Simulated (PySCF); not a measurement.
Cl₂GeH₄OSi, SMILES Cl[SiH](Cl)[O][GeH3].

Coordinates come from a B3LYP-D3(BJ)/def2-SVP optimisation. This is a generated structure with no PubChem entry under its InChIKey; it may be hypothetical. The values are those of a single conformer.

Two levels are set side by side: PBE/def2-TZVP (PySCF) and ωB97X/def2-TZVP (PySCF). Same geometry, gas phase. Differences are taken from unrounded values.

```csv
quantity,PBE
orbital gap (eV),6.29
highest occupied level (eV),-7.48
lowest empty level (eV),-1.20
dipole moment (D),1.86
mean polarisability (bohr³),80.6
```

Q: These are the PBE values. What does ωB97X give? (Estimate from the structure and the level; the computed values follow.)

A: 
| quantity | ωB97X | PBE minus ωB97X |
|---|---|---|
| orbital gap (eV) | 13.13 | -6.84 |
| highest occupied level (eV) | -11.38 | 3.90 |
| lowest empty level (eV) | 1.74 | -2.94 |
| dipole moment (D) | 1.93 | -0.08 |
| mean polarisability (bohr³) | 76.4 | 4.2 |

Without exact exchange PBE keeps part of each electron's self-repulsion, which lifts occupied levels and narrows the gap. Loosely held outer electrons make PBE densities more polarisable. Differences between two approximate levels are no errors against the true value.

Rough cost on one machine, each run with all the roots and properties that it gave: ωB97X against PBE within a factor of 2.
